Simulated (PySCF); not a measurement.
**UHF on Ru⁴³⁺ (ruthenium, charge +43)**

Configuration: 1s1, 2S determinant. Calculation: PySCF 2.14, in an even-tempered Gaussian basis (15 s from 76 bohr⁻², ratio 2.2; 7 p from 110 bohr⁻², ratio 2.4; 4 d from 340 bohr⁻², ratio 2.4; 3 f from 520 bohr⁻², ratio 2.4; 3 g from 770 bohr⁻², ratio 2.4); the non-relativistic Hamiltonian (point nucleus).

| Item | Value |
| --- | --- |
| Total energy | -967.999571 hartree |
| One-electron energy | -967.9996 hartree |
| Hartree (Coulomb) energy | 13.7500 hartree |
| Exchange energy | -13.7500 hartree |
| Kinetic energy | 967.99840 hartree |
| ⟨S²⟩ | 0.7500 |
| ⟨L²⟩ | 0.000 |
| Sum of ⟨r⟩ | 0.03409 bohr |
| Sum of ⟨r²⟩ | 0.001550 bohr² |
| Density at the nucleus (Gaussians lack the cusp) | 26800 bohr⁻³ |
| Spin density at the nucleus | 26800 bohr⁻³ |

```csv
shell,electrons,mean orbital energy (eV),"rms radius, mean of both spins (bohr)"
1s α,1,-26340.6,0.0394
```

A non-relativistic calculation at this Z misses sizeable relativistic shifts.
